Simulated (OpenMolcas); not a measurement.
V2+ with 6 ligands (fluoride) in octahedral coordination (Oh). A charge of +0.667 e stands 2.6 Å behind each ligand. Ligand basis ANO-RCC-VDZP.

```json
{
  "Program": "OpenMolcas",
  "Method": "SS-CASPT2, IPEA 0.25 Eh, imaginary shift 0.1 Eh (closed shells correlated: 3s 3p and the ligand valence shells)",
  "Basis": "ANO-RCC-VDZP [5s4p2d1f]",
  "Scalar Hamiltonian": "DKH2, point nucleus",
  "Active space": "3 electrons in 5 orbitals (3d)",
  "State averaging": "2S+1 = 4 even, 10 roots; 2S+1 = 2 even, 40 roots",
  "Spin-orbit coupling": "RASSI with atomic mean-field integrals over the reference wave functions"
}
```

All ligands move together. At R = 2 Å the first state of the same spin is 12810 cm-1, and at R = 2.1 Å it is 9950 cm-1.

Problem. A third run gives 8320 cm-1. What distance was it run at?

Solution. With a power law R^-n the two known points give n = -ln(9950 / 12810) / ln(2.1 / 2) = 5.18. Then R = 2 × (12810 / 8320)^(1/5.18) = 2.174 Å. The run was at 2.17 Å, so the estimate is off by +0.004 Å.

Roots that are degenerate in the reference are averaged as groups; the widest CASPT2 spread within a group is 460 cm-1 (the 3-fold group of multiplicity 2 near 27200 cm-1 above the lowest state of its run, R = 2). Shifts and gaps below about the spread of the groups concerned are not significant. Over all roots computed the reference weight is 0.71 to 0.72 in R = 2, 0.71 to 0.72 in R = 2.1, 0.71 to 0.72 in R = 2.17; a low but even weight reflects the number of correlated electrons. Ligand-to-metal charge-transfer states are missing. With no ligand orbital active B as a rule stays too high, so bands that hang on it stand too high and its fall with covalency is understated. With one d shell and no ligand orbital active, 10Dq can be off by tens of per cent for divalent 3d ions, low with halides held by bare charges and at times high in hosts. Free-ion shares, where given, are those of the reference states; single-state CASPT2 does not remix them. These CASPT2 states fit no ligand-field parameters well, so their order and spin gaps are uncertain (holds for R = 2.1; R = 2.17). No measured value stands beside these numbers; the geometry was imposed, not optimised, and the real ion may take another.
